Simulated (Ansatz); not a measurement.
Zn₁₃H₃₀S₁₃⁺. Total charge 1; doublet. Geometry PBE-D4/def2-SVP, that of the neutral singlet; atoms count from 1.

Cartesian coordinates in Å:
```
Zn 1.858 0.974 -2.528
Zn 2.219 4.121 1.153
Zn 1.175 4.594 -1.313
Zn -1.842 1.436 -2.310
Zn -1.140 4.000 1.232
Zn 4.156 -1.039 0.678
Zn 3.201 -3.245 -1.853
Zn -0.402 -2.000 -2.576
Zn 2.585 -4.011 0.684
Zn 0.043 -0.046 0.826
Zn -4.643 -0.282 1.267
Zn -2.870 -3.118 0.928
Zn -4.608 -1.099 -1.327
S 2.683 2.628 -0.869
S 3.387 -0.790 -1.567
S 4.038 1.282 1.836
S -0.076 0.080 -1.457
S 0.490 2.176 1.653
S -1.040 3.502 -1.099
S -3.637 1.114 -0.624
S -3.060 2.601 2.279
S 1.834 -1.565 1.376
S 0.820 -3.597 -1.118
S -2.556 -2.488 -1.352
S -0.672 -4.210 1.775
S -2.081 -0.868 1.618
H 2.077 1.333 -4.027
H 3.282 4.342 2.267
H 1.490 5.506 -2.536
H 1.112 5.089 0.362
H -2.307 1.638 -3.782
H -1.184 5.350 2.016
H 5.436 -1.699 1.282
H 3.675 -3.925 -3.172
H 3.867 -3.500 -0.257
H -0.391 -2.311 -4.102
H 2.388 -5.086 1.790
H -5.329 0.380 2.495
H -3.996 -3.924 1.649
H -5.592 -1.123 -2.535
H -4.957 -1.612 0.307
H 3.632 3.229 -1.641
H 4.549 -0.635 -2.259
H 5.022 1.976 1.203
H 4.903 0.832 2.798
H 0.561 2.072 3.008
H -1.771 4.512 -1.646
H -4.651 1.731 -1.293
H -4.170 3.184 1.750
H -3.070 3.443 3.359
H 1.878 -1.627 2.735
H 0.768 -4.689 -1.932
H -3.086 -3.547 -2.024
H -0.644 -5.384 1.086
H -1.366 -4.776 2.811
H -1.986 -0.928 2.974
```

Single mean-field runs in def2-TZVP are fitted with def2-universal-jkfit.

(1) Estimate the Mulliken populations of the heavy atoms from the PBE0/def2-TZVP orbitals of Ansatz.

(2) Where does the spin sit?

(3) And the Mayer bond orders between heavy atoms (over 0.3)?

## Answers

(1) 
```
atom  charge (e)  spin (α − β)  d electrons
 Zn1        0.28          0.01        10.07
 Zn2        0.19          0.01        10.04
 Zn3        0.19          0.01        10.04
 Zn4        0.28          0.02        10.07
 Zn5        0.23          0.00        10.06
 Zn6        0.23          0.00        10.06
 Zn7        0.18          0.01        10.04
 Zn8        0.27          0.00        10.07
 Zn9        0.21          0.01        10.05
Zn10        0.69          0.00        10.10
Zn11        0.19          0.01        10.04
Zn12        0.23          0.00        10.06
Zn13        0.20          0.01        10.04
 S14       -0.46          0.06            –
 S15       -0.38          0.02            –
 S16       -0.23          0.03            –
 S17       -0.47          0.00            –
 S18       -0.45          0.00            –
 S19       -0.38          0.02            –
 S20       -0.47          0.02            –
 S21       -0.23          0.03            –
 S22       -0.45          0.00            –
 S23       -0.47          0.03            –
 S24       -0.38          0.01            –
 S25       -0.22          0.06            –
 S26       -0.45          0.00            –
```
Mulliken values depend strongly on the basis.

(2) Summed by element: Zn 0.10, S 0.27, H 0.63, of 1 unpaired in all. Largest on single atoms: H37 0.09, H27 0.08, H31 0.07.

(3) Zn1–S14 0.45 (2.48 Å); Zn1–S15 0.39 (2.53 Å); Zn1–S17 0.57 (2.38 Å); Zn2–S14 0.33 (2.56 Å); Zn2–S18 0.31 (2.65 Å); Zn3–S14 0.42 (2.52 Å); Zn3–S19 0.45 (2.48 Å); Zn4–S17 0.57 (2.38 Å); Zn4–S19 0.39 (2.53 Å); Zn4–S20 0.44 (2.48 Å); Zn5–S18 0.45 (2.48 Å); Zn5–S19 0.55 (2.39 Å); Zn5–S21 0.37 (2.60 Å); Zn6–S15 0.55 (2.39 Å); Zn6–S16 0.37 (2.60 Å); Zn6–S22 0.45 (2.48 Å); Zn7–S15 0.45 (2.48 Å); Zn7–S23 0.41 (2.52 Å); Zn8–S17 0.56 (2.38 Å); Zn8–S23 0.44 (2.48 Å); Zn8–S24 0.38 (2.53 Å); Zn9–S22 0.32 (2.65 Å); Zn9–S23 0.36 (2.56 Å); Zn10–S17 0.62 (2.29 Å); Zn10–S18 0.47 (2.41 Å); Zn10–S22 0.46 (2.41 Å); Zn10–S26 0.46 (2.41 Å); Zn11–S20 0.34 (2.56 Å); Zn11–S26 0.32 (2.65 Å); Zn12–S24 0.55 (2.39 Å); Zn12–S25 0.36 (2.60 Å); Zn12–S26 0.46 (2.48 Å); Zn13–S20 0.43 (2.52 Å); Zn13–S24 0.46 (2.48 Å).
